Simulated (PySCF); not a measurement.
Cd(I)(Me) (CH₃CdI), SMILES [CH3][Cd][I]. Atoms are numbered in the order given.

```xyz
6

Cd     0.0000     0.0000     1.0868
I      0.0000     0.0000    -1.5511
C      0.0000     0.0000     3.2157
H     -0.8976    -0.5182     3.5818
H      0.0000     1.0364     3.5818
H      0.8976    -0.5182     3.5818
```

Geometry: B3LYP-D3(BJ)/def2-SVP. The def2 effective core potentials stand for the cores of Cd, I; spin–orbit coupling is left out.

Method: IEF-PCM-ωB97X/def2-SVP (PySCF 2.14.0).

The values are the electrostatic part of the solvation free energy, E(continuum) − E(gas) at the gas-phase geometry, in a cavity of scaled van der Waals radii (PySCF's table); cavitation and dispersion terms are not included. A continuum can't describe solvent molecules that bind to the metal. In vacuum the orbital gap is 10.26 eV. The dipole moment in vacuum is 2.80 D.

```
solvent              ε  ΔG(elec) (kcal/mol)  dipole (D)  gap (eV)
---------------  -----  -------------------  ----------  --------
water            78.36                    ?           ?         ?
toluene           2.37                 -4.7        3.36     10.58
dichloromethane   8.93                 -8.8        3.79     10.85
```

### Question
Some entries are withheld; supply them. (An estimate is asked for; the answer gives what the named calculation found.)

### Answer

- water, ΔG(elec) (kcal/mol): -10.5
- water, dipole (D): 3.96
- water, gap (eV): 10.96
